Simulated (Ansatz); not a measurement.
The first iterations of a band of CH2O2Te (6 atoms, charge 0, multiplicity 1).

All numbers below come from RKS BHLYP/def2-SVP in Ansatz.

```
movable images  : 7
climbing image  : yes
spring          : 5.0 eV/Å²
optimiser       : quadratic models (default)
start path      : IDPP
force threshold : 0.05 eV/Å
iteration limit : 60
end points      : relaxed
```

First end point:

```xyz
6
Properties=species:S:1:pos:R:3
O -0.177 -0.709 1.151
C 0.178 -0.201 0.145
O 1.356 -0.404 -0.432
Te -0.953 1.183 -1.045
H 1.851 -1.027 0.113
H -2.212 1.094 0.021
```

Last end point:

```xyz
6
Properties=species:S:1:pos:R:3
O -0.403 -0.768 1.328
C 0.162 -0.373 0.377
O 1.394 -0.754 0.062
Te -0.742 1.049 -1.014
H 1.721 -0.332 -0.731
H -2.090 1.114 -0.068
```

| iteration | highest image above the first end (eV) | largest band force component (eV/Å) |
| --- | --- | --- |
| 1 | 0.804 | 2.281 |
| 2 | 0.787 | 2.327 |
| 3 | 0.587 | 1.115 |
| 4 | 0.563 | 0.812 |

Task: Does the band converge within its limit, and where does its top end?

Result: It converged. It ended after 14 iterations with the highest image 0.490 eV above the first end. A vibrational analysis at the climbing image gives one clearly imaginary mode, 521i cm⁻¹: a first-order saddle point.

The run took 5.9 min on 1 thread of Arm Neoverse V1 (shared host), peak memory 0.17 GiB.
